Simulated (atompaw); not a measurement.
## Reading a pseudo-wave (lutetium (Lu))

Columns: radius, all-electron u(r) and pseudo u(r) of the 6p shell (level -1.38 eV) of lutetium in the configuration [Kr] 4d10 4f13.5 5s2 5p6 5d1.5 6s2 6p0; PBE, scalar-relativistic, PAW (atompaw) scheme, atompaw 4.2.0.5.

```csv
r (bohr),all-electron,pseudo
0.092,-0.0156,0.0182
0.185,-0.0608,0.0625
0.277,0.0415,0.1055
0.369,0.1055,0.1203
0.462,0.0924,0.0934
0.554,0.0337,0.0337
0.646,-0.0371,-0.0371
0.738,-0.1004,-0.1004
0.831,-0.1482,-0.1482
0.923,-0.1773,-0.1773
1.015,-0.1897,-0.1897
1.108,-0.1876,-0.1876
1.200,-0.1741,-0.1741
1.292,-0.1519,-0.1519
1.385,-0.1232,-0.1232
1.477,-0.0904,-0.0904
1.569,-0.0551,-0.0551
1.662,-0.0179,-0.0179
1.754,0.0193,0.0193
1.846,0.0561,0.0561
1.938,0.0920,0.0920
2.031,0.1272,0.1272
2.123,0.1603,0.1603
2.215,0.1919,0.1919
2.308,0.2219,0.2219
2.400,0.2498,0.2498
```

(1) How many radial nodes do the two functions have?

(2) At about which radius was the pseudo-wave matched?

(3) Is the pseudo-wave norm-conserving?

Results:

(1) The all-electron 6p function has n − l − 1 = 4 (the table is too coarse to show those close to the nucleus); the pseudo-wave has 1, since 1 lower shell of the same l stays in the valence.

(2) 0.65 bohr. The columns agree to 0.0005 from 0.55 bohr on; several derivatives are matched, so the curves merge somewhat inside the radius.

(3) No, it belongs to a PAW set: the norm inside the radius is not constrained, and the difference is carried by the augmentation charge.
